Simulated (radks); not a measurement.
Values are calculated unless marked as measured or tabulated.
Question: All-electron atom: Re XV in [Kr] 4d10 4f13 5s2. Level of theory: scalar-relativistic Kohn-Sham, r2SCAN, spin-polarised, spherical densities, finite nucleus; open shells are filled with parallel spins first (spin-orbit coupling, left out, can overturn this in heavy ions); meta-GGA in the generalised Kohn-Sham scheme; Fermi nuclear charge, rms radius 5.3698 fm (a radial shooting solver on a logarithmic mesh with Libxc functionals). Some entries of the table are withheld. Estimate them.

orbital  occ.  eigenvalue (eV)  <r^2> (bohr^2)  r(max) (bohr)
1s down     1        -72020.16       0.0004481        0.01124
1s up       1        -72020.16       0.0004481        0.01124
2s up       1        -12748.93        0.006874        0.06449
2s down     1        -12748.92        0.006874        0.06449
2p up       3        -11160.83        0.005708        0.05302
2p down     3        -11160.82        0.005708        0.05302
3s up       1        -3177.455         0.04445         0.1818
3s down     1        -3176.541         0.04444         0.1817
3p up       3        -2706.852         0.04530         0.1801
3p down     3        -2705.933         0.04528         0.1801
3d up       5        -2172.397         0.03761         0.1470
3d down     5        -2171.699         0.03759         0.1469
4s up       1        -887.2754          0.2173         0.4121
4s down     1        -885.6974          0.2174         0.4121
4p up       3        -731.5216          0.2460         0.4320
4p down     3        -729.9958          0.2462         0.4320
4d up       5        -534.8263          0.2802         0.4415
4d down     5        -533.3176          0.2805         0.4416
5s up       1              (1)          0.9664         0.8886
5s down     1              (2)          0.9692         0.8897
4f up       7        -314.9153          0.3403         0.4108
4f down     6        -313.3843          0.3418         0.4111

Answer: 
(1) 5s up eigenvalue (eV): -332.8790
(2) 5s down eigenvalue (eV): -332.1709
